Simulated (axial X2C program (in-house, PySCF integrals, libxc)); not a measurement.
## Ionising ReB

Computed with an axial X2C code built on PySCF integrals, spin-free (one-electron X2C) or two-component (2c: spin–orbit coupling with atomic mean-field Coulomb and Gaunt terms, which also bring small scalar terms), in Dyall basis sets with cores contracted in-house; open shells are unrestricted.

Basis sets: B dyall-v3z, Re dyall-cv3z. Frozen shells (counts by l): ReB Re 5s4p2d1f, B 1s, 10 electrons correlated; ReB⁺ Re 5s4p2d1f, B 1s, 9 electrons correlated. Coupled cluster in natural virtuals with an MP2 remainder. Where the outer core of a metal is frozen, bonds come out longer and ionisation energies lower.

```
Hamiltonian    level       ReB state  Re (Å)  ωe (cm⁻¹)  De (eV)
  spin-free     PBE0  M_S = 2, Λ = 0   1.827      877.3     3.40
  spin-free     CCSD  M_S = 2, Λ = 0   1.833      865.1     2.21
  spin-free  CCSD(T)  M_S = 2, Λ = 0   1.830      878.3     2.42
```

Adiabatic ionisation energy (minimum to minimum, no zero-point term) and constants of ReB⁺:

| Hamiltonian | level | ReB⁺ state | IE (eV) | Re (Å) | ωe (cm⁻¹) | De (eV) | fragments |
| --- | --- | --- | --- | --- | --- | --- | --- |
| spin-free | PBE0 | M_S = 5/2, Λ = 1 | 8.22 | 1.961 | 711.8 | 2.58 | Re+ + B |
| spin-free | CCSD | M_S = 5/2, Λ = 1 | 7.89 | 1.976 | 693.1 | 1.76 | Re+ + B |
| spin-free | CCSD(T) | M_S = 5/2, Λ = 1 | 8.02 | 1.970 | 704.3 | 1.98 | Re+ + B |

(1) Add the zero-point terms to the ionisation energy at CCSD(T), spin-free, and say whether the electron removed was bonding.

(2) Close the cycle De(ReB⁺) + IE(ReB) = De(ReB) + IE(Re) to find the atomic ionisation energy at CCSD(T), spin-free.

Each entry is the lowest single determinant of a limited PBE0 search at one distance. De goes to single-determinant-based atoms at the same level (for ions the charge split of lowest energy) and is withheld (n/a) where an atom does not fit its ground term or J level. Main or longest-lived isotopes. One determinant is a doubtful description, or other states lie close, for ReB, ReB⁺; these need not be ground states, and all values refer to the states named. The functionals have no current term, which raises determinants with orbital currents.

## Answers

(1) IE0 = IE + (ωe⁺ − ωe)/2 = 8.02 + (-0.011) = 8.01 eV. Re changes by 0.140 Å, so the bond lengthens, as on loss of a bonding electron.

(2) IE(Re) = 1.98 + 8.02 − 2.42 = 7.58 eV, for the determinants used.
